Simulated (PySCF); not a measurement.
**Radial density of Dy⁴⁴⁺ (dysprosium, charge +44)**

UHF, [Ar] 3d4, high-spin 5D determinant. All numbers are calculated (PySCF 2.14, the non-relativistic Hamiltonian (point nucleus), in an even-tempered Gaussian basis (16 s from 9.2 bohr⁻², ratio 2.5; 10 p from 12 bohr⁻², ratio 2.5; 7 d from 12 bohr⁻², ratio 2.5; 4 f from 44 bohr⁻², ratio 2.7; 3 g from 66 bohr⁻², ratio 2.7)).

```
r (bohr)  4πr²ρ (e/bohr)  4πr²(ρα − ρβ)
0.000438          0.4652         0.0000
0.000736           1.265         0.0000
 0.00124           3.350        -0.0001
 0.00208           8.479        -0.0002
 0.00350           19.89        -0.0005
 0.00589           41.12        -0.0011
 0.00991           69.00        -0.0015
  0.0167           84.15         0.0045
  0.0280           76.11         0.0986
  0.0472           91.76         1.0659
  0.0794           102.4         6.8328
   0.133           59.80        19.9931
   0.225           61.90        16.6363
   0.378           8.763         1.7332
   0.635         0.05905         0.0107
```

A non-relativistic calculation at this Z misses sizeable relativistic shifts. Spin-orbit coupling is strong in this species (close to jj coupling), so the high-spin LS determinant is a model state, not a physical level.
